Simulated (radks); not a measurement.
Q: The mean radii <r> (bohr) of the occupied orbitals of an atom or ion are listed with their occupations. All-electron calculation, scalar-relativistic Kohn-Sham, Slater X-alpha with alpha = 0.982, spin-polarised, spherical densities, point nucleus. Program: a radial shooting solver on a logarithmic mesh with Libxc functionals.

orbital  occ.      <r>
1s up       1  0.04398
1s down     1  0.04398
2s up       1   0.1949
2s down     1   0.1949
2p up       3   0.1698
2p down     3   0.1698
3s up       1   0.5682
3s down     1   0.5675
3p up       3   0.5810
3p down     3   0.5796
3d up       5   0.6122
3d down     5   0.6057
4s up       1    1.683
4s down     1    1.673
4p up       3    1.977

Name the element and its charge. Open shells, if any, are filled with parallel spins first.

A: Z = 34, selenium, charge +1: Se+ in [Ar] 3d10 4s2 4p3. The 1s radius gives Z: for a bare nucleus <r> = (2 gamma + 1)/(2Z) with gamma = sqrt(1 - (Z/c)^2), 0.0432 bohr for Z = 34, and screening makes it slightly larger (0.04398 here). The occupations add up to 33, and the charge is Z minus that.
